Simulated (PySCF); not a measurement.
# Electronic absorption of C5H6FNSi

C₅H₆FNSi.
SMILES: `N#CC1=CC[Si@H](F)C1`

Method: TDDFT B3LYP/def2-SVPD, vertical, gas phase, core orbitals frozen in the response in PySCF. Geometry: GFN2-xTB; no solvent, vibrations or thermal averaging.

```
state  E (eV)  λ (nm)  ν̃ (cm⁻¹)       f  |μ| (D)  main configurations (H = HOMO, L = LUMO)
   S1    6.00   206.8      48360   0.290     3.57                                 H→L (88%)
   S2    6.08   203.8      49060   0.011     0.69                               H-1→L (91%)
   S3    6.48   191.2      52300  0.0009     0.19                  H→L+1 (74%), H-2→L (12%)
   S4    6.54   189.6      52750  0.0030     0.35                  H-2→L (71%), H→L+1 (16%)
   S5    6.76   183.4      54520  0.0023     0.30     H→L+2 (44%), H→L+3 (33%), H→L+4 (14%)
   S6    6.87   180.4      55430  0.0026     0.31     H→L+2 (52%), H→L+3 (26%), H→L+4 (12%)
   S7    7.14   173.7      57560  0.0051     0.43                   H-3→L (88%), H-2→L (8%)
   S8    7.29   170.1      58770  0.0031     0.33                  H→L+4 (64%), H→L+3 (32%)
```

Triplets, Tamm–Dancoff:

| state | E (eV) | λ (nm) | main configurations (H = HOMO, L = LUMO) |
| --- | --- | --- | --- |
| T1 | 3.72 | 333.1 | H→L (97%) |
| T2 | 5.85 | 212.0 | H-1→L (67%), H-2→L (16%) |
| T3 | 6.23 | 198.9 | H→L+1 (33%), H-5→L (30%) |

The lowest singlet lies at 6.00 eV (207 nm, ultraviolet) and is strong; its leading configuration is HOMO→LUMO (88%). The lowest level is also the most intense of those listed (f = 0.290). Löwdin shares by element: HOMO carbon 62% or more, nitrogen 17% (atoms not listed hold the other 22%); LUMO carbon 64% or more, nitrogen 16% (atoms not listed hold the other 20%). Orbital energies (eV): HOMO-3 -9.82, HOMO-2 -9.38, HOMO-1 -8.83, HOMO -7.67, LUMO -1.57, LUMO+1 -0.26, LUMO+2 0.05. The listed states span 1.29 eV, and the widest gap between neighbours is 0.40 eV (S2 to S3). The oscillator strengths of these states sum to 0.318; summed over the whole spectrum of an exact calculation they would give the number of electrons, 66 (Thomas–Reiche–Kuhn). Singlets were solved by full linear response, triplets in the Tamm–Dancoff approximation.
